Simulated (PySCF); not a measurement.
**CsSr and its ions**

PBE; PySCF, scalar-relativistic core potentials, basis sets Cs def2-SVPD with ECP46, Sr def2-SVPD with ECP28. Neutral (UKS): doublet (σ ↑), Re = 4.907 Å, ωe = 37.0 cm⁻¹, De = 0.18 eV, HOMO -2.27 eV, LUMO -1.86 eV.

CsSr⁺ (UKS): singlet (closed shell), Re = 4.711 Å, ωe = 45.9 cm⁻¹, De = 0.44 eV to Cs⁺ + Sr. The energies at the minima are -50.82725 hartree for CsSr and -50.69063 for CsSr⁺.

Problem. Work out the adiabatic ionisation energy, without and with harmonic zero-point energies (1 hartree = 27.2114 eV, 1 eV = 8065.5 cm⁻¹), and the change of the bond length.

Solution. At PBE: 0.13662 hartree = 3.718 eV between the minima; the zero-point term (45.9 − 37.0)/2 cm⁻¹ = +0.001 eV makes it 3.718 eV. Re changes by -19.6 pm against the neutral. The electron leaves a σ orbital, and the shorter bond of the ion fits an antibonding orbital, or a change in how ionic the bond is.

CsSr⁻ (UKS): singlet (closed shell), Re = 5.181 Å, ωe = 31.5 cm⁻¹, De = 0.36 eV to Cs⁻ + Sr. The energies at the minima are -50.82725 hartree for CsSr and -50.85122 for CsSr⁻.

Problem. Work out the adiabatic electron affinity, without and with harmonic zero-point energies (1 hartree = 27.2114 eV, 1 eV = 8065.5 cm⁻¹), and the change of the bond length.

Solution. At PBE: 0.02397 hartree = 0.652 eV between the minima; the zero-point term (37.0 − 31.5)/2 cm⁻¹ = +0.000 eV makes it 0.653 eV. Re changes by +27.4 pm against the neutral. The electron enters a σ orbital; the charge polarises the partner, so the anion is bound more strongly.

Closed-shell solutions of metal pairs were not tested for spin polarisation, which can lower them a little. Weak bonds: CsSr, CsSr⁺, CsSr⁻. Basis-set superposition, not corrected here, can be much of De in a small basis, most of all at correlated wavefunction levels. Spin–orbit coupling is left out. For an ion De counts to the pair picked by the measured ionisation energies or electron affinities, which need not be the lowest pair at this level. The highest Kohn–Sham level is positive in this anion. Much of that is self-interaction error, but it also means that the finite basis helps to hold the extra electron. States were picked by a PBE0 search and need not be the measured ground states.
